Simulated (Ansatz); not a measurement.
Cd12H30S12, a nanocrystal cut from wurtzite CdS (hydrogen-capped), 54 atoms. Hardware: 11 threads of AMD EPYC 7R13 on a shared host and a whole NVIDIA H100 80GB HBM3.

In the def2 sets Cd takes a core potential; there is no spin–orbit coupling. Single mean-field runs in def2-SVP, def2-TZVP are fitted with def2-universal-jkfit.

**Question.** How many basis functions does each of these Ansatz runs have, and roughly what does it cost? PBE-D4/def2-TZVP, charge -1 doublet at the geometry of the charge 0 singlet, energy, from earlier orbitals; PBE0-D4/def2-TZVP, charge 0 triplet at the geometry of the charge 0 singlet, energy; PBE0-D4/def2-SVP, charge 0 singlet, energy, from earlier orbitals; PBE0-D4/def2-TZVP, charge 0 singlet, energy, from earlier orbitals; PBE-D4/def2-TZVP, charge 0 triplet at the geometry of the charge 0 singlet, energy, from earlier orbitals; PBE-D4/def2-SVP, charge 0 singlet, energy, from earlier orbitals; PBE0-D4/def2-TZVP, charge 1 doublet at the geometry of the charge 0 singlet, energy; PBE0-D4/def2-TZVP, charge -1 doublet at the geometry of the charge 0 singlet, energy; r2SCAN-D4/def2-TZVP, charge 0 singlet, energy, from earlier orbitals; r2SCAN-D4/def2-SVP, charge 0 singlet, relaxation, 8 steps; PBE-D4/def2-TZVP, charge 0 singlet, energy and forces, from earlier orbitals; PBE-D4/def2-TZVP, charge 1 doublet at the geometry of the charge 0 singlet, energy, from earlier orbitals.

**Answer.** Other jobs shared the machine, so times can vary by a factor of up to 3.

| run | functions | fitting or Cholesky vectors | wall time | peak host memory (GiB) |
| --- | --- | --- | --- | --- |
| PBE-D4/def2-SVP, charge 0 singlet, energy, from earlier orbitals | 738 | 5136 | 3.6 s | 1.4 |
| PBE0-D4/def2-SVP, charge 0 singlet, energy, from earlier orbitals | 738 | 5136 | 4.8 s | 1.4 |
| PBE-D4/def2-TZVP, charge 0 singlet, energy and forces, from earlier orbitals | 1104 | 5136 | 6 s | 1.6 |
| r2SCAN-D4/def2-TZVP, charge 0 singlet, energy, from earlier orbitals | 1104 | 5136 | 6 s | 1.5 |
| PBE0-D4/def2-TZVP, charge 0 singlet, energy, from earlier orbitals | 1104 | 5136 | 7 s | 1.4 |
| PBE-D4/def2-TZVP, charge -1 doublet at the geometry of the charge 0 singlet, energy, from earlier orbitals | 1104 | 5136 | 10 s | 2 |
| PBE-D4/def2-TZVP, charge 0 triplet at the geometry of the charge 0 singlet, energy, from earlier orbitals | 1104 | 5136 | 15 s | 2.1 |
| PBE-D4/def2-TZVP, charge 1 doublet at the geometry of the charge 0 singlet, energy, from earlier orbitals | 1104 | 5136 | 17 s | 2.1 |
| PBE0-D4/def2-TZVP, charge -1 doublet at the geometry of the charge 0 singlet, energy | 1104 | 5136 | 17 s | 2.1 |
| r2SCAN-D4/def2-SVP, charge 0 singlet, relaxation, 8 steps | 738 | 5136 | 29 s | 1.5 |
| PBE0-D4/def2-TZVP, charge 1 doublet at the geometry of the charge 0 singlet, energy | 1104 | 5136 | 42 s | 2.1 |
| PBE0-D4/def2-TZVP, charge 0 triplet at the geometry of the charge 0 singlet, energy | 1104 | 5136 | 42 s | 2.1 |
